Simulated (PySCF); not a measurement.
# PbH from Hartree–Fock to correlated methods

State: ²Π (doublet), unpaired electrons π ↑. Set-up: PySCF, scalar-relativistic core potentials, basis sets H def2-SVP, Pb def2-SVP with ECP60. De refers to H + Pb in their high-spin ground configurations, without counterpoise correction. The functionals are run spin-unrestricted. A positive dipole means H(−)Pb(+).

| Level | Re (Å) | ωe (cm⁻¹) | De (eV) | μ (D) | CPU s a point (SCF and correlation, without the integrals) |
| --- | --- | --- | --- | --- | --- |
| UHF | 1.847 | 1658 | 1.43 | 0.97 | 0.046 |
| UHF-MP2 | 1.838 | 1651 | 2.05 | n/a | 0.067 |
| UHF-SCS-MP2 | 1.844 | 1637 | 2.14 | n/a | n/a |
| UHF-CCSD | 1.854 | 1584 | 2.21 | n/a | n/a |
| UHF-CCSD(T) | 1.856 | 1573 | 2.23 | n/a | 0.49 |
| PBE | 1.882 | 1539 | 2.47 | 1.03 | 0.35 |
| TPSS | 1.874 | 1571 | 2.62 | 1.13 | 0.48 |
| r²SCAN | 1.863 | 1593 | 2.44 | 1.00 | 0.42 |
| M06-L | 1.885 | 1549 | 2.64 | 1.27 | 0.41 |
| PBE0 | 1.859 | 1604 | 2.39 | 0.99 | 0.62 |
| HSE06 | 1.863 | 1598 | 2.41 | 0.99 | 0.54 |
| MN15 | 1.851 | 1614 | 2.50 | 1.00 | 0.44 |

Task: Which functional lies closest to UHF-CCSD(T) in De, which farthest, and by how much do they differ from it?

Result: Closest is PBE0 (+0.3 pm in Re, +2.0 % in ωe, +0.16 eV in De against UHF-CCSD(T) in the same basis), farthest M06-L (+2.9 pm in Re, -1.5 % in ωe, +0.41 eV in De). CCSD(T) converges more slowly with the basis than the functionals do and binds too weakly in this one, so the order can change at the basis-set limit.

Task: What does the step from GGA to meta-GGA do here, going from PBE to r²SCAN?

Result: r²SCAN less PBE: -1.9 pm in Re, +3.5 % in ωe, -0.03 eV in De. 

Task: What does the triples do here, going from UHF-CCSD to UHF-CCSD(T)?

Result: UHF-CCSD(T) less UHF-CCSD: +0.2 pm in Re, -0.7 % in ωe, +0.02 eV in De. Correlation nearly always deepens the well. The bond lengthens, as in strong covalent bonds, where excitations into antibonding orbitals dominate.

Correlated steps freeze 4 core orbitals. Correlated levels converge slowly with the basis: in double zeta they bind strong bonds too weakly, by up to about 1 eV, and carry superposition errors of some tenths. Spin–orbit coupling is left out, which matters for elements this heavy, above all for dissociation energies. The state is the lowest determinant that a PBE0 search found; another state may lie lower at other levels.

The whole job (state search and all levels along the bond) took about 0.91 min on 1 thread of Intel Xeon Platinum 8488C (shared host), peak memory 0.37 GiB.
